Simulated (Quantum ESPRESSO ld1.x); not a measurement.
Problem. O+, 7 electrons, occupied as [He] 2p5 (not the ground configuration). Method: non-relativistic Kohn-Sham, LDA (Slater exchange, Perdew-Zunger correlation), spin-polarised, spherical densities, point nucleus; open shells are filled with parallel spins first; computed with ld1.x of Quantum ESPRESSO 7.5. Some entries of the table are withheld. Estimate them.

orbital,occ.,eigenvalue (eV),<r> (bohr),<1/r> (bohr^-1)
1s up,1,-529.581,0.2008,7.587
1s down,1,-528.814,0.2005,7.594
2s up,0,(1),1.089,1.337
2s down,0,(2),1.102,1.320
2p up,3,-25.5647,1.104,1.214
2p down,2,-23.7989,1.133,1.191
3p up,0,-3.8903,4.818,0.2839
3p down,0,-3.7752,4.948,0.2775

Solution. 
(1) 2s up eigenvalue (eV): -40.4283
(2) 2s down eigenvalue (eV): -38.6657
